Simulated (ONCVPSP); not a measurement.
**Building the ONCV potential for rhenium (PBEsol, fully relativistic).**

rhenium, optimised norm-conserving Vanderbilt (ONCV), made with ONCVPSP 4.0.1 (PBEsol, fully relativistic). Core [Xe] 4f14, reference 5d5 6s1 (charge +1). Waves: 6s: rc 2.35 bohr, ncon 4, nbas 8, qcut 2.6 1/bohr, 2 projectors, debl 0.7 Ha; p scattering state at 0.09 Ha: rc 2.50 bohr, ncon 4, nbas 9, qcut 3 1/bohr, 2 projectors, debl 2.2 Ha; 5d: rc 2.00 bohr, ncon 4, nbas 8, qcut 9.3 1/bohr, 3 projectors, debl 3.7 Ha. Local part: polynomial inside 1.75 bohr (lpopt 5, dvloc0 0 Ha). Core correction: Teter function, fcfact 3, rcfact 1.5.

Open shells are filled in proportion to 2j + 1.

In the p channel the program set the typed energies aside and used 0.050, 2.250 Ha (j = l + 1/2; the other j can differ).

All-electron outer shells of the reference configuration (PBEsol, scalar-relativistic, ld1.x):

```tsv
shell	level (eV)	outermost node (bohr)	outermost maximum (bohr)
4f	-50.12	–	0.41
5d	-12.99	0.62	1.41
6s	-12.73	1.24	2.48
```

Does the generator finish with these settings?

Yes, a potential is produced and its reference levels are reproduced.

Estimate the cutoffs (Ha) at which the residual kinetic energy of the hardest occupied pseudo-wave falls to 1 and 0.1 mHa per electron.

18 Ha and 22 Ha. The cutoffs count occupied waves only; projector 2 of the p channel, the hardest unoccupied one, needs 52 Ha at the loose tolerance.

Does the potential have ghost states?

Ghosts flagged at negative energy: s at -33.5 eV; GHOST(+) flagged for p3/2 at 47.3 eV, p1/2 at 54.4 eV. A true bound ghost makes a file unfit for plane-wave use.

Which valence shell sets the plane-wave cutoff?

5d: 18 Ha for 1 mHa per electron, against 4 Ha for 6s.

Tests: 5d5 6s2; 5d5 6s0; 5d4 6s0; 5d5 6s1 6p1. Which has the largest error in its energy relative to the reference configuration, and how large is it?

5d4 6s0, with -222 meV (all-electron minus pseudo) on +43.50 eV.
